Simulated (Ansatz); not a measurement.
Basis sets compared for the cluster Ta₄. The state is a singlet with charge 0. Geometry PBE-D4/def2-SVP. Ansatz on 4 threads of Arm Neoverse V1 on a shared host; times are rough, and most runs start from earlier orbitals.

```tsv
atom	x (Å)	y (Å)	z (Å)
Ta1	0.5205	1.4587	0.2667
Ta2	1.1706	-0.8770	-0.5747
Ta3	-1.1786	0.0460	-1.0385
Ta4	-0.5125	-0.6277	1.3465
```

In the def2 sets Ta takes a core potential; there is no spin–orbit coupling. The structure comes from a short search, and lower isomers may exist.

Binding counts from free atoms (Ta quartet) in the same basis, without a counterpoise term.

```json
{"level": "PBE-D4/def2-SVP", "functions": "128", "energy (Eh)": "-228.0272", "HOMO (eV)": "-3.53", "LUMO (eV)": "-2.47", "binding per atom (eV)": "4.20", "wall time": "2.5 s"}
{"level": "PBE-D4/def2-TZVP", "functions": "160", "energy (Eh)": "-228.0632", "HOMO (eV)": "-3.49", "LUMO (eV)": "-2.49", "binding per atom (eV)": "4.31", "wall time": "2.3 s"}
{"level": "r2SCAN-D4/def2-TZVP", "functions": "160", "energy (Eh)": "-227.9753", "HOMO (eV)": "-3.51", "LUMO (eV)": "-2.36", "binding per atom (eV)": "3.68", "wall time": "9.5 s"}
{"level": "PBE0-D4/def2-SVP", "functions": "128", "energy (Eh)": "-227.7656", "HOMO (eV)": "-4.21", "LUMO (eV)": "-1.83", "binding per atom (eV)": "3.37", "wall time": "2.8 s"}
{"level": "PBE0-D4/def2-TZVP", "functions": "160", "energy (Eh)": "-227.8085", "HOMO (eV)": "-4.16", "LUMO (eV)": "-1.80", "binding per atom (eV)": "3.53", "wall time": "3.5 s"}
```

(1) Estimate the rows for PBE-D4/def2-TZVPD, r2SCAN-D4/def2-TZVPD, PBE0-D4/def2-TZVPD.

Results:

(1) 
```
               level  functions  energy (Eh)  HOMO (eV)  LUMO (eV)  binding per atom (eV)  wall time
   PBE-D4/def2-TZVPD        172    -228.0634      -3.50      -2.52                   4.31      3.2 s
r2SCAN-D4/def2-TZVPD        172    -227.9755      -3.52      -2.38                   3.68        7 s
  PBE0-D4/def2-TZVPD        172    -227.8087      -4.16      -1.85                   3.53      3.6 s
```
